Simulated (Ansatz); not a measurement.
Input for Ansatz (a quantum-chemistry and plane-wave program): R-PBE/def2-TZVPP on CH4Te (SMILES C[TeH]), atoms moved off the minimum. Elements past Kr take the def2 small-core potentials; no spin–orbit coupling.

Ansatz 0.2 input:
```yaml
crystal:
  periodic: [false, false, false]
  atoms:
    - {symbol: Te, position_ang: [-0.02808503, 0.33993727, 0.16936125]}
    - {symbol: H, position_ang: [-0.38648803, 1.54246913, -0.82867887]}
    - {symbol: C, position_ang: [0.06746457, -1.56480608, -1.12288142]}
    - {symbol: H, position_ang: [0.71953373, -1.28260289, -1.82780733]}
    - {symbol: H, position_ang: [-0.96826291, -1.54666396, -1.56753172]}
    - {symbol: H, position_ang: [0.03445564, -2.34356574, -0.60706296]}
basis:
  gaussian:
    orbitals: def2-TZVPP
hamiltonian:
  xc: {name: PBE}
scf: {lower_state_search: off}
output: {forces: true}
```

It printed:

```
WARN ansatz: RAYON_NUM_THREADS=1 ignored (pool sized by the plan → 1); use --threads N
Functional definition: PBE
these checks for a lower state are left out or cut short: stability, starts, cluster_reference, orbital_swaps, neighbouring_geometries, increment
integrals: 0.04 GiB planned
802 factors; their error is unknown
mean field: 0.37 GiB planned
mean field evaluation 1: about -8381.1966 eV, gradient 6.9e1 eV
mean field evaluation 2: about -8355.5060 eV, gradient 1.0e2 eV
mean field evaluation 4: about -8392.6072 eV, gradient 1.2e1 eV
mean field evaluation 8: about -8392.8496 eV, gradient 1.9e-1 eV
mean field evaluation 16: about -8392.7163 eV, gradient 3.4e-4 eV
mean field -8392.71627792 eV, -308.4266344261 hartree, gradient 4.7e-6 eV, S^2 0.000000; 0 other end points of the search recorded, 0 dependent functions left out
the calculation of the forces begins
reference -8392.71631195 eV, -308.4266356768 hartree; 17, 17 occupied and 120, 120 virtual orbitals, 802 factors
Total energy: -8392.71631195 eV, -308.4266356768 hartree
Atom 0 at    -0.028085     0.339937     0.169361 Å, force     0.551659    -1.871550     1.395163 eV/Å
Atom 1 at    -0.386488     1.542469    -0.828679 Å, force    -0.344215     0.581660    -1.296927 eV/Å
Atom 2 at     0.067465    -1.564806    -1.122881 Å, force    -4.834027     7.718757    -2.519092 eV/Å
Atom 3 at     0.719534    -1.282603    -1.827807 Å, force     2.924253     0.153884    -2.470630 eV/Å
Atom 4 at    -0.968263    -1.546664    -1.567532 Å, force     0.767448     0.139727    -0.008235 eV/Å
Atom 5 at     0.034456    -2.343566    -0.607063 Å, force     0.934882    -6.722478     4.899721 eV/Å
Dipole moment:    -0.029086    -0.178080    -0.205970 e Å
Checks for a lower state left out: stability, starts, cluster_reference, orbital_swaps, neighbouring_geometries, increment
```

Self-consistency was reached.

Cost: very roughly 1.7 core-seconds.
